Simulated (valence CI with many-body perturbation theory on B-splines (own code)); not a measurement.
E1 transitions of Br³⁰⁺

Method: configuration interaction combined with many-body perturbation theory (CI+MBPT): three valence electrons over a frozen Dirac-Fock core [He], a basis of 11 s, 11 p, 10 d, 8 f, 5 g, 2 h functions for each j, with the one-electron correlation potential Σ1, the two-electron term Σ2, the three-electron term Σ3, Breit, model QED; selected CI, second order for the rest, scaled by the run's own slope (own B-spline code, finite nucleus).

The last digits are not significant, and no measured levels were compared; by estimate large intervals hold to a few tenths of a per cent, small ones and those within an open d or f shell to about a per cent.

Lines 151 to 200 of 593 in falling wavelength, among levels below 2882.0 eV, chosen from the strongest by gf and those to the six lowest levels. Wavelengths and rates use the calculated energies. Electric multipoles are in the length gauge, E1 and E2 with the static RPA response of the core. Weak lines are less certain than strong ones. Lines between different terms over intervals too small for the method are left out, as are lines whose strength nearly cancels. Where a level lies close to another of its J and parity, the split of strength between their lines is uncertain. The highest levels of a list are the least certain.

Levels are named by their leading jj configuration (3d3/2^4 stands for four electrons in 3d with j = 3/2), which in mixed levels can hold well under half, so a name can repeat and another be missing. Letters in brackets count levels of one name in rising energy.

```csv
λ vac (nm),Upper,Lower,A (s⁻¹),log gf,Branch %
7.727,(2s 2p3/2 3p3/2) J=5/2 [b],(2s^2 3p3/2) J=3/2,4.25e+10,-0.64,0.7
7.721,(2s 2p3/2 4f5/2) J=7/2 [b],(2s^2 4f5/2) J=5/2,3.07e+10,-0.66,0.2
7.716,(2s 2p3/2 4d3/2) J=3/2 [b],(2s^2 4d3/2) J=3/2,5.03e+10,-0.75,0.2
7.710,(2p1/2 2p3/2 3s) J=5/2,(2s 2p1/2 3s) J=3/2,2.12e+10,-0.94,0.2
7.705,(2s 2p3/2 4d3/2) J=5/2 [b],(2s^2 4d3/2) J=3/2,3.94e+10,-0.68,0.1
7.697,(2s 2p3/2 4d5/2) J=5/2 [b],(2s^2 4d5/2) J=5/2,5.15e+10,-0.56,0.1
7.683,(2s 2p3/2 4p1/2) J=3/2 [b],(2s^2 4p1/2) J=1/2,4.92e+10,-0.76,0.7
7.680,(2s 2p3/2 3d3/2) J=5/2 [b],(2s^2 3d3/2) J=3/2,3.52e+10,-0.73,0.0
7.677,(2s 2p3/2 4f7/2) J=5/2 [b],(2s^2 4f7/2) J=7/2,5.12e+10,-0.57,0.4
7.676,(2s 2p3/2 4f5/2) J=3/2 [b],(2s^2 4f5/2) J=5/2,5.25e+10,-0.73,0.4
7.674,(2s 2p3/2 4p3/2) J=3/2 [b],(2s^2 4p3/2) J=3/2,5.27e+10,-0.73,0.7
7.666,(2s 2p3/2 4s) J=3/2 [b],(2s^2 4s) J=1/2,5.19e+10,-0.74,1.1
7.613,(2s 2p3/2 3d3/2) J=3/2 [b],(2s^2 3d3/2) J=3/2,5.15e+10,-0.75,0.1
7.582,(2s 2p3/2 4d5/2) J=3/2 [b],(2s^2 4d5/2) J=5/2,3.32e+10,-0.94,0.2
7.573,(2s 2p3/2 3d5/2) J=5/2 [b],(2s^2 3d5/2) J=5/2,5.34e+10,-0.56,0.1
7.553,(2s 2p3/2 3p3/2) J=3/2 [b],(2s^2 3p3/2) J=3/2,5.00e+10,-0.77,0.5
7.532,(2s 2p3/2 3p1/2) J=3/2 [b],(2s^2 3p1/2) J=1/2,4.72e+10,-0.79,0.6
7.490,(2s 2p3/2 3s) J=3/2 [b],(2s^2 3s) J=1/2,5.02e+10,-0.77,0.6
7.482,(2p3/2^2 3p3/2) J=7/2,(2s 2p3/2 3p3/2) J=7/2,2.36e+10,-0.80,0.1
7.464,(2s 2p1/2 2p3/2) J=3/2 [b],(2s^2 2p1/2) J=1/2,4.10e+10,-0.86,98.7
7.458,(2p3/2^2 3d5/2) J=9/2,(2s 2p3/2 3d5/2) J=9/2,2.07e+10,-0.76,19.2
7.451,(2p3/2^2 3p1/2) J=5/2,(2s 2p3/2 3p1/2) J=5/2,2.34e+10,-0.93,0.1
7.409,(2s 2p3/2 3d5/2) J=3/2 [b],(2s^2 3d5/2) J=5/2,6.05e+10,-0.70,0.1
7.337,(2p3/2^2 3s) J=5/2,(2s 2p3/2 3s) J=5/2,2.38e+10,-0.94,0.2
7.148,(2p1/2 2p3/2^2) J=3/2,(2s 2p1/2 2p3/2) J=5/2,5.56e+09,-1.77,7.1
7.060,(2p1/2 2p3/2^2) J=1/2,(2s 2p1/2 2p3/2) J=3/2 [b],7.63e+10,-0.94,68.7
7.045,(2s 2p1/2 2p3/2) J=1/2,(2s^2 2p1/2) J=1/2,8.84e+10,-0.88,98.0
6.900,(2s 2p3/2^2) J=1/2,(2s^2 2p3/2) J=3/2,7.48e+10,-0.97,98.9
6.848,(2s 2p3/2^2) J=3/2,(2s^2 2p3/2) J=3/2,1.08e+11,-0.52,92.9
6.801,(2p1/2^2 2p3/2) J=3/2,(2s 2p1/2^2) J=1/2,2.98e+10,-1.08,39.5
6.705,(2p1/2 2p3/2^2) J=5/2,(2s 2p1/2 2p3/2) J=5/2,2.10e+10,-1.07,34.2
6.532,(2p1/2 2p3/2^2) J=3/2,(2s 2p1/2 2p3/2) J=3/2 [a],3.02e+10,-1.11,38.6
5.745,(2p3/2^3) J=3/2,(2s 2p1/2 2p3/2) J=3/2 [b],7.61e+09,-1.82,6.4
2.099,(2p1/2^2 4f7/2) J=7/2,(2p1/2 2p3/2 3d5/2) J=5/2 [b],2.32e+11,-0.91,1.8
2.087,(2s 2p1/2 4f7/2) J=9/2,(2s 2p3/2 3d5/2) J=7/2 [a],1.82e+11,-0.93,1.4
2.025,(2s 2p1/2 4f7/2) J=9/2,(2s 2p3/2 3d3/2) J=7/2,1.93e+11,-0.93,1.5
2.025,(2s 2p3/2 4f7/2) J=5/2 [a],(2s 2p3/2 3d3/2) J=3/2 [b],3.09e+11,-0.94,2.4
1.999,(2s 2p3/2 4f7/2) J=9/2 [b],(2p1/2 2p3/2 3p3/2) J=7/2,2.39e+11,-0.84,1.8
1.954,(2s 2p1/2 4f7/2) J=7/2 [a],(2s 2p1/2 3d5/2) J=5/2 [b],9.09e+11,-0.38,7.0
1.952,(2s 2p3/2 4f5/2) J=7/2 [b],(2p1/2 2p3/2 3p1/2) J=5/2,3.77e+11,-0.76,2.9
1.950,(2s 2p1/2 4f5/2) J=5/2 [a],(2s 2p1/2 3d5/2) J=3/2,8.71e+11,-0.53,6.6
1.950,(2s 2p3/2 4f5/2) J=3/2 [a],(2s 2p3/2 3d5/2) J=1/2,6.44e+11,-0.83,4.8
1.949,(2s 2p3/2 4p3/2) J=5/2 [b],(2s 2p3/2 3d5/2) J=7/2 [b],3.59e+11,-0.91,4.2
1.949,(2s 2p1/2 4p3/2) J=5/2,(2s 2p1/2 3d5/2) J=7/2,3.35e+11,-0.94,9.2
1.943,(2s 2p3/2 4f7/2) J=3/2,(2s 2p3/2 3d5/2) J=1/2,7.96e+12,0.26,61.4
1.943,(2s 2p3/2 4s) J=5/2,(2s 2p3/2 3p3/2) J=5/2 [a],3.73e+11,-0.90,8.0
1.940,(2s 2p1/2 4f7/2) J=5/2,(2s 2p3/2 3s) J=3/2 [b],9.68e+11,-0.48,7.4
1.936,(2s 2p3/2 4f7/2) J=7/2 [a],(2s 2p3/2 3d5/2) J=7/2 [a],1.70e+12,-0.12,13.0
1.935,(2s 2p3/2 4f5/2) J=9/2,(2s 2p3/2 3d5/2) J=7/2 [a],1.21e+13,0.83,95.7
1.935,(2s 2p3/2 4p3/2) J=7/2,(2s 2p3/2 3d5/2) J=9/2,3.13e+11,-0.85,9.9
```
